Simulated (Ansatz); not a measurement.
Z-matrix (Å, degrees):
```
Si
C 1 1.6983
H 2 1.0838 1 121.73
H 2 1.0841 3 115.57 1 179.97
H 1 1.4817 2 120.67 3 -0.03
C 1 1.8593 5 114.46 2 179.95
H 6 1.0912 1 110.12 5 179.78
H 6 1.0927 7 108.60 1 121.67
H 6 1.0928 7 108.59 8 116.71
```
Charge 0, multiplicity 1.

All values below come from frozen-core CCSD(T)/def2-TZVPP // PBE0-D3(BJ)/def2-TZVP (Ansatz, a quantum-chemistry and plane-wave program). The restricted HF reference is unstable towards unrestricted orbitals.

- HF energy: -368.15038 Ha
- MP2 correlation energy: -0.47046 Ha

### Question
Estimate the CCSD correlation energy, the (T) correction, the total energy and the T1 diagnostic.

### Answer

| Property | Value |
|---|---|
| CCSD correlation energy | -0.50941 Ha |
| (T) correction | -0.02184 Ha |
| CCSD(T) total energy | -368.68163 Ha |
| T1 diagnostic | 0.013 |
